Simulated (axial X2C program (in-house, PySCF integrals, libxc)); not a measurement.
# Low determinants of CrTe at the PBE0 level, two-component

Calculated with an in-house relativistic program for diatomic molecules. Two-component (2c) means X2C with spin–orbit coupling and atomic mean-field two-electron Coulomb and Gaunt terms. Basis: Te dyall-cv3z [11s12p8d4f1g], Cr dyall-cv3z [9s10p6d3f2g] (cores contracted in-house); Gaussian nuclei, density fitting, unrestricted open shells. Masses: Te 129.906 u, Cr 51.941 u.

Search at 2.522 Å (vertical energies from the lowest determinant):

```
ΔE (eV)  state  electrons beyond evenly filled partner blocks  electrons in ±ω = 1/2, 3/2, 5/2, 7/2
   0.00  Ω = 1                              ω = -3/2, ω = 5/2                             50 21 5 0
   0.33  Ω = 3                               ω = 1/2, ω = 5/2                             49 22 5 0
   0.38  Ω = 4                               ω = 3/2, ω = 5/2                             50 21 5 0
   0.79  Ω = 2                              ω = -1/2, ω = 5/2                             49 22 5 0
   1.28  Ω = 2                 2 × ω = 1/2, ω = -3/2, ω = 5/2                             50 21 5 0
   1.70  Ω = 3                               ω = 1/2, ω = 5/2                             51 20 5 0
   2.19  Ω = 2                              ω = -1/2, ω = 5/2                             51 20 5 0
```

Lowest determinant, Ω = 1 (⟨Sz⟩ = 2.00, ⟨Lz⟩ = -1.00 at PBE0): Re = 2.513 Å, ωe = 239.0 cm⁻¹.

The determinant in row 2 of the search, Ω = 3 (⟨Sz⟩ = 2.05, ⟨Lz⟩ = 0.95 at PBE0), was followed along the bond at PBE0; measured from the minimum of the lowest determinant it gives:

Te = 0.326 eV (2630 cm⁻¹), Re = 2.490 Å, ωe = 245.8 cm⁻¹.

Task: Compare the bond of the determinant in row 2 with that of the lowest one.

Result: At PBE0 its Re is 0.023 Å shorter and its force constant, which goes as ωe², is 1.06 times that of the lowest determinant. T0 ≈ Te + Δωe/2 = 2630 + (3) = 2633 cm⁻¹.

The search compares states at one distance, so a state with another bond length can lie lower; it is not exhaustive and yields mostly the lowest determinant of each block pattern, so other components and higher states of one pattern are missing. These are energies of single determinants, not of spin-adapted states; PBE0 term energies can be off by some tenths of an eV, and the functional has no current term. Open-shell Ω = 0 determinants with evenly filled partner blocks cannot be reached by this program, so the Ω shown need not be the lowest component. The lowest determinant need not be the ground state where others lie within half an eV.
